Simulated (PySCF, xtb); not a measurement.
C3H5ClOSi, SMILES Cl[Si@@H]1CC=CO1.

Geometry optimised at B3LYP-D3(BJ)/def2-SVP. The structure was generated by enumeration; whether it is a known compound was not checked. Other conformers were not sampled.

Level of theory: C-PCM-B3LYP/def2-SVP (PySCF).

The values are the electrostatic part of the solvation free energy, E(continuum) − E(gas) at the gas-phase geometry, in a cavity of scaled van der Waals radii (PySCF's table); cavitation and dispersion terms are not included. In vacuum the orbital gap is 6.75 eV. The dipole moment in vacuum is 1.93 D.

### Question
Estimate the values in water (ε = 78.36), chloroform (ε = 4.71), dimethylsulfoxide (ε = 46.83). (Estimate from the structure and the level; the computed values follow.)

### Answer

| solvent | ε | ΔG(elec) (kcal/mol) | dipole (D) | gap (eV) |
|---|---|---|---|---|
| water | 78.36 | -2.9 | 2.55 | 6.79 |
| chloroform | 4.71 | -2.3 | 2.40 | 6.78 |
| dimethylsulfoxide | 46.83 | -2.9 | 2.55 | 6.79 |

For comparison, GFN2-xTB/ALPB(water) (xtb, at the GFN2-xTB geometry, all terms of that model) gives -0.5 kcal/mol.
